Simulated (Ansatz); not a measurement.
Geometry optimisation, RKS revPBE-D4/def2-SVP in Ansatz.

input.yaml

```yaml
crystal:
  periodic: [false, false, false]
  atoms:
    - { symbol: B, position_ang: [0.4092, -1.814, -0.2186] }
    - { symbol: C, position_ang: [0.1562, -0.3821, -0.969] }
    - { symbol: O, position_ang: [0.09276, 0.695, -0.07419] }
    - { symbol: Si, position_ang: [1.55512, 0.73221, -1.07093] }
    - { symbol: Cl, position_ang: [1.33353, 2.13783, -2.57546] }
    - { symbol: In, position_ang: [3.12703, -0.13858, -2.76523] }
    - { symbol: H, position_ang: [-0.406, -2.6342, -0.3498] }
    - { symbol: H, position_ang: [1.3472, -1.9199, 0.447] }
    - { symbol: H, position_ang: [-0.57878, -0.32427, -1.78969] }
    - { symbol: H, position_ang: [2.17344, -1.19057, -3.26652] }
    - { symbol: H, position_ang: [3.20799, -0.68347, -1.93986] }
basis:
  gaussian: { orbitals: def2-SVP }
hamiltonian:
  xc: revpbe
  dispersion: d4
relax:
  f_tol: 0.015
  max_steps: 40
```

Launched with:

```bash
$ ansatz run input.yaml --threads 2 --pin off --max-ram 3072MiB --backend cpu --events-out ev --progress --plain --runs-dir out
```

Where does it end, and by what steps?

It converged. After 20 steps the energy has fallen by 16.477 eV; H7 moved furthest, 1.67 Å. The start is strongly strained (largest force component 42 eV/Å). Joined: B1–In6 (4.08 → 2.67 Å).

```csv
step,energy less start (eV),largest force component (eV/Å),accepted
0,0.0000,42.238,yes
1,-9.7596,10.780,yes
2,-12.2986,3.918,yes
3,-13.5391,1.663,yes
4,-14.3646,1.073,yes
5,-15.0267,0.927,yes
6,-15.4184,0.694,yes
7,-15.7105,0.472,yes
8,-15.9017,0.445,yes
9,-16.0388,0.509,yes
10,-16.1673,0.408,yes
11,-16.2540,0.599,yes
12,-16.3355,0.458,yes
13,-16.4212,0.305,yes
14,-16.4581,0.265,yes
15,-16.4685,0.195,yes
16,-16.4730,0.156,yes
17,-16.4754,0.070,yes
18,-16.4761,0.044,yes
19,-16.4765,0.029,yes
20,-16.4766,0.012,yes
```

```xyz
11
Properties=species:S:1:pos:R:3
B 0.758 -1.383 -0.415
C -0.216 -0.350 -0.924
O -0.400 0.813 -0.215
Si 1.361 0.987 -0.092
Cl 1.851 1.727 -2.336
In 2.314 -0.874 -2.520
H 1.053 -2.356 -1.121
H 1.109 -1.413 0.754
H -0.661 -0.329 -1.944
H 1.349 -1.284 -3.882
H 3.900 -1.060 -1.878
```

Whether the end is a true minimum wasn't checked by a vibrational analysis.

The run took 65 s on 2 threads of AMD EPYC 7R13 Processor (Zen 3), with other jobs on the host, peak memory 0.24 GiB.
